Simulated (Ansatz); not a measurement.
One change: `C[O][Ge]([CH3])([OH])[Cl]` becomes `C[O][GeH]([OH])[Cl]`.

Ansatz, PBE0-D4/def2-TZVP geometries, multiplicity 1. Each molecule was computed in one conformer, which needn't be the lowest.

Scalar relativity is left out up to krypton.

```
                                      property  `C[O][Ge]([CH3])([OH])[Cl]`
             LUMO energy (PBE/def2-TZVPP) / eV                        -0.81
         HOMO energy (ωB97M-V/def2-TZVPP) / eV                       -10.63
           HOMO–LUMO gap (PBE/def2-TZVPP) / eV                         5.79
            HOMO energy (PBE0/def2-TZVPP) / eV                        -8.22
size of the dipole moment (PBE/def2-TZVPP) / D                         0.50
           LUMO energy (B3LYP/def2-TZVPP) / eV                        -0.16
```

(1) What does the change do to each property? (An estimate is asked.)

Answers

(1) Ansatz gave: 
| property | `C[O][GeH]([OH])[Cl]` | shift |
| --- | --- | --- |
| LUMO energy (PBE/def2-TZVPP) / eV | -1.05 | -0.24 |
| HOMO energy (ωB97M-V/def2-TZVPP) / eV | -10.83 | -0.20 |
| HOMO–LUMO gap (PBE/def2-TZVPP) / eV | 5.76 | -0.03 |
| HOMO energy (PBE0/def2-TZVPP) / eV | -8.43 | -0.21 |
| size of the dipole moment (PBE/def2-TZVPP) / D | 1.37 | 0.87 |
| LUMO energy (B3LYP/def2-TZVPP) / eV | -0.38 | -0.22 |

Dipoles are sizes alone; their direction can turn.

B3LYP here is the variant with VWN-RPA as its local correlation; programs differ in this.
